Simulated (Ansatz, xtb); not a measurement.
**Ranking isomers of C2H10OSi3**

4 gas-phase structures of C2H10OSi3, from a drawn sample of its isomers (lower ones may exist). Each was relaxed with GFN2-xTB; where two conformers were screened, the lower at r2SCAN-D4/def2-SVP is listed:

A. `C=C[SiH](O)[SiH2][SiH3]`, a singlet
B. `C=C[Si](O)([SiH3])[SiH3]`, a singlet
C. `C=C[SiH2][SiH2][SiH2]O`, a singlet
D. `C=C[SiH2][SiH](O)[SiH3]`, a singlet

Problem. Estimate their order in r2SCAN-D4/def2-SVP energy at these geometries, lowest first.

Solution. Calculated order at r2SCAN-D4/def2-SVP: A (0.0), B (1.9), C (3.5), D (5.4) kcal/mol.

Energies above the lowest of each column, in kcal/mol; the last columns are at PBE-D3(BJ)/def2-SVP geometries:

| structure | GFN2-xTB | HF/STO-3G | r2SCAN-D4/def2-SVP | PBE-D3(BJ)/def2-SVP | CCSD(T)/def2-SVP + ΔMP2/def2-TZVPP |
| --- | --- | --- | --- | --- | --- |
| A | 0.0 | 0.0 | 0.0 | 0.0 | 0.0 |
| B | 0.3 | 2.2 | 1.9 | 2.1 | 2.2 |
| C | 0.6 | 3.1 | 3.5 | 3.3 | 2.5 |
| D | 0.4 | 4.1 | 5.4 | 4.1 | 4.7 |

Every level run on A puts it lowest or level with the lowest. Flexible structures stand in one conformer each, not always the lowest. C keeps a small imaginary mode. Frequencies (GFN2-xTB) were run for A, B, C alone. ΔMP2 is the change of the MP2 energy from the smaller to the larger basis.

Over these structures GFN2-xTB departs from r2SCAN-D4/def2-SVP by 1.6 kcal/mol on average once a common shift is removed. A GFN2-xTB relaxation took about 0.14 s and the r2SCAN-D4/def2-SVP energy about 1.7 s on a shared host (Ansatz 0.2.0, xtb 6.7.1).
